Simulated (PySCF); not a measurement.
## Stretching PAu

Set-up: basis P def2-TZVPP, Au def2-TZVPP with ECP60; scalar-relativistic core potentials; PySCF 2.14. Energies in eV from P + Au (5d10 6s1) in their ground configurations at the same level. State: ³Σ⁻ (triplet), unpaired electrons π ↑↑.

All columns are PBE0. A positive dipole means P(−)Au(+).

| R (Å) | E (eV) | μ (D) | Mulliken charge on P (basis-dependent) | HOMO (eV) | LUMO (eV) | Mayer bond order | ⟨S²⟩ |
| --- | --- | --- | --- | --- | --- | --- | --- |
| 1.908 | -1.361 | 1.82 | -0.22 | -6.41 | -2.85 | 1.88 | 2.01 |
| 1.997 | -1.982 | 1.78 | -0.18 | -6.51 | -2.85 | 1.75 | 2.01 |
| 2.086 | -2.311 | 1.70 | -0.16 | -6.61 | -2.84 | 1.62 | 2.01 |
| 2.152 | -2.423 | 1.62 | -0.15 | -6.69 | -2.84 | 1.54 | 2.01 |
| 2.219 | -2.452 | 1.54 | -0.14 | -6.76 | -2.85 | 1.46 | 2.01 |
| 2.286 | -2.420 | 1.46 | -0.13 | -6.83 | -2.85 | 1.39 | 2.01 |
| 2.374 | -2.312 | 1.34 | -0.12 | -6.93 | -2.89 | 1.31 | 2.01 |
| 2.485 | -2.110 | 1.19 | -0.11 | -7.03 | -3.03 | 1.23 | 2.02 |
| 2.618 | -1.817 | 1.02 | -0.09 | -7.05 | -3.19 | 1.14 | 2.03 |
| 2.796 | -1.406 | 0.80 | -0.07 | -6.92 | -3.42 | 1.04 | 2.07 |

A fit through these points gives, at Re = 2.214 Å, μ = 1.55 D and dμ/dR = -1.27 D/Å; the reduced mass is 26.76 u.

Q: How strong is the fundamental in the double-harmonic approximation, I = 42.26·(dμ/dR)²/μred km/mol?

A: I = 42.26·(-1.27)²/26.76 = 2.55 km/mol at PBE0.

Spin–orbit coupling is left out, which matters for elements this heavy, above all for dissociation energies. The state is the lowest single determinant that the PBE0 search found; with open d or f shells the true ground state can be another one.
